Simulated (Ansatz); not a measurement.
Species: MoH6, charge -1, multiplicity 2. The spin state was set by rule; other spins were not relaxed. 
Structure (B3LYP-D3(BJ)/def2-TZVP (Ansatz, a quantum-chemistry and plane-wave program) minimum search):
SMILES: [MoH6-]
```xyz
7

Mo     0.0163     0.0303    -0.0075
H      0.6432     0.6694     1.4870
H     -1.1716    -0.4422     1.1153
H      0.4476    -1.3819     0.8379
H      0.8644    -1.1213    -0.9408
H      0.1219     0.7007    -1.6625
H     -1.5897     0.3029    -0.5204
```
Charge -1, spin multiplicity 2.

Basis-set convergence of Hartree-Fock and CCSD(T) correlation energies (hartree) with Ansatz. Correlated levels leave the core frozen unless marked. Open shells are spin-unrestricted. No spin-orbit coupling. Frozen are the shells of the preceding noble gas and the d and f shells that filled before the atom's block. Past Kr the def2 sets carry scalar-relativistic core potentials.

```
basis        functions      E(HF)  E(corr, CCSD(T))
-----------  ---------  ---------  ----------------
def2-SVPD           82  -70.85019          -0.32780
def2-TZVPPD        158          …                 …
```

Task: Fill in the missing entries.

Result: 
- def2-TZVPPD, E(HF): -70.88037
- def2-TZVPPD, E(corr, CCSD(T)): -0.37542
